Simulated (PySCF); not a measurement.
CBr2, SMILES Br[C]Br (connectivity only; charge and spin as stated), neutral, multiplicity 1. Atoms are numbered in the order given.

```xyz
3

C      0.0000     0.0000     1.0071
Br     0.0000    -1.5638    -0.0863
Br     0.0000     1.5638    -0.0863
```
Charge 0, spin multiplicity 1.

Geometry optimised at PBE-D3(BJ)/def2-TZVP.

Method: PBE-D3(BJ)/def2-TZVP (PySCF).

Frequencies are harmonic and unscaled.

Computed normal modes with their intensities:
```json
[
 {"mode": "1", "ν (cm⁻¹)": "186", "IR (km/mol)": "0.7", "moving atoms (share of kinetic energy)": "Br 96 %"},
 {"mode": "2", "ν (cm⁻¹)": "585", "IR (km/mol)": "10.9", "moving atoms (share of kinetic energy)": "C 89 %, Br 11 %"},
 {"mode": "3", "ν (cm⁻¹)": "619", "IR (km/mol)": "288.8", "moving atoms (share of kinetic energy)": "C 90 %, Br 10 %"}
]
```
